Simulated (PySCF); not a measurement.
Molecule: `[NH2][GeH2][C](=O)O`, CH₅GeNO₂.

Structure with atom numbers: `[NH2:1][GeH2:2][C:3](=[O:4])[OH:5]`; H(Xn) means a hydrogen on atom n.

Geometry PBE0-D3(BJ)/def2-SVP throughout; GIAO in PySCF 2.14, gas phase, one conformer, non-relativistic; equivalent atoms averaged; basis pcSseg-2.

**Question.** How do the absolute shieldings σ depend on the functional? (ppm; last column core-seconds on shared hosts with different chips, so compare them loosely)

**Answer.** 
```csv
functional,kind,N1,Ge2,C3,O4,O5,H(O5),H(Ge2),H(N1),core-s
HF,Hartree–Fock,270.9,1599.9,-3.8,-148.6,126.6,25.29,27.28,31.48,21
LDA,LDA,253.7,1346.3,-11.9,-150.5,76.7,24.60,25.47,30.55,41
PBE,GGA,250.5,1389.4,-7.3,-141.1,80.8,25.18,26.18,31.05,48
BLYP,GGA,244.9,1364.7,-13.1,-142.3,79.2,25.43,26.41,31.19,48
BP86,GGA,249.6,1379.9,-7.1,-139.9,81.0,25.24,26.20,31.10,48
OPBE,GGA,254.6,1427.4,4.8,-125.6,91.4,25.11,26.35,31.13,58
KT2,GGA,251.7,1449.8,5.2,-119.8,87.8,25.39,26.21,31.03,58
KT3,GGA,249.8,1454.5,5.5,-115.5,92.0,25.50,26.61,31.22,57
B97-D,GGA,248.1,1389.3,-3.3,-125.2,88.3,25.39,26.44,31.21,72
B3LYP,global hybrid,252.1,1413.2,-12.8,-150.6,88.9,25.29,26.56,31.22,43
PBE0,global hybrid,258.5,1449.0,-7.0,-150.9,92.7,25.08,26.43,31.13,38
mPW1PW91,global hybrid,257.4,1442.9,-7.9,-152.6,92.3,25.13,26.49,31.17,41
WP04,global hybrid,239.2,1405.4,-22.4,-153.9,85.2,25.25,27.29,31.30,54
B97-2,global hybrid,256.0,1443.3,-4.1,-139.4,95.5,25.23,26.59,31.24,54
BHandHLYP,global hybrid,260.4,1484.9,-11.1,-155.9,103.4,25.20,26.80,31.27,55
CAM-B3LYP,range-separated hybrid,258.4,1427.0,-13.1,-151.7,95.7,25.13,26.53,31.18,77
wB97X-D,range-separated hybrid,258.8,1442.0,-8.4,-153.5,94.7,25.14,26.61,31.23,46
LC-wPBE,range-separated hybrid,266.2,1448.8,-9.3,-148.5,103.6,25.00,26.60,31.25,90
```

**Question.** Which nucleus moves most, in ppm?

**Answer.** Ge2 (germanium bonded to C, N, 2 H): from 1346.3 ppm with LDA to 1599.9 ppm with HF. The smallest spread is 0.90 ppm, at H(O5). Proton shifts span only some 12 ppm, so a few tenths of a ppm matter as much there as several ppm in carbon.

Relativistic effects, spin–orbit coupling among them, are left out; they matter for Ge and for the light atoms bonded to it.
